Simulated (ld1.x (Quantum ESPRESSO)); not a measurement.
Which change was made? (Ca, PAW)

```json
{"Element": "Ca (Z = 20)", "Generator": "ld1.x (Quantum ESPRESSO) 7.5", "Type": "PAW", "Functional": "LDA (PZ)", "Relativity": "fully relativistic", "Frozen core": "[Ne]", "Valence charge": "10", "Reference configuration": "3s2 3p6 3d0 4s2 4p0", "Partial waves": "3s (bound): rcut 1.90, rcutus 2.35 bohr; 4s (bound): rcut 1.90, rcutus 2.35 bohr; 3p (bound): rcut 1.75, rcutus 2.00 bohr; 4p (bound, empty): rcut 1.75, rcutus 2.00 bohr; 3d (bound, empty): rcut 1.45, rcutus 1.60 bohr; 3d channel at 0.7 Ry: rcut 1.45, rcutus 1.60 bohr", "Local potential": "all-electron potential smoothed inside 1.30 bohr (lloc = -1)", "Core correction": "Bessel-smoothed model core inside 1.45 bohr", "Augmentation charge": "GAUSS, radius 1.60 bohr"}
```

Open shells are filled in proportion to 2j + 1 (rel_dist='average').

Cutoffs, loose and tight: the cutoffs (Ry, on a coarse ladder) from which the occupation-weighted sum of valence levels, in a spherical-Bessel basis at the reference potential, stays within 10 and 1 mRy of its value at 400 Ry. They do not see the model core or the augmentation charge, which bear on the density cutoff. Test errors are all-electron minus pseudo excitation energies from the reference, over the configurations 3s2 3p6 3d0 4s1 4p0; 3s2 3p6 3d0 4s0 4p0; 3s2 3p6 3d0 4s1.5 4p0; 3s2 3p6 3d1 4s0 4p0; 3s2 3p6 3d1 4s1 4p0; 3s2 3p6 3d0 4s0 4p2; 3s2 3p6 3d0 4s1 4p1; variants that change the core or the reference have their own tests.

The base gives: outcome: generated; bound ghosts: not determined; largest test error (meV): +13.

On the changes marked as counting shells twice: ld1.x takes every shell without a wave as core, so the model core holds the marked electrons as well and exchange and correlation see them twice. This cancels in the reference configuration, but the file is broken for other ones, and its errors say nothing about a proper core correction.

**Question.** After one change the result is: outcome: generated; bound ghosts: not determined; largest test error (meV): +43. Which change was it?
A. augmentation BESSEL, radius 1.45 bohr
B. type TM; waves now 3s (bound): rc 2.35 bohr; 3d (bound): rc 1.60 bohr; 3p (bound): rc 2.00 bohr; local potential the p channel (4s counted twice)
C. all radii but the core radius scaled by about 1.06 (s 2.50, p 2.12, d 1.70 bohr, rcut 2.02/1.86/1.54); local potential all-electron potential smoothed inside 1.38 bohr (lloc = -1); augmentation GAUSS, radius 1.70 bohr

**Answer.** C. The others give: type TM; waves now 3s (bound): rc 2.35 bohr; 3d (bound): rc 1.60 bohr; 3p (bound): rc 2.00 bohr; local potential the p channel (4s counted twice) → outcome: generated, misses its reference levels by 0.36 eV; bound ghosts: not determined; largest test error (meV): -2245 | augmentation BESSEL, radius 1.45 bohr → outcome: generated; bound ghosts: not determined; largest test error (meV): +7.6.
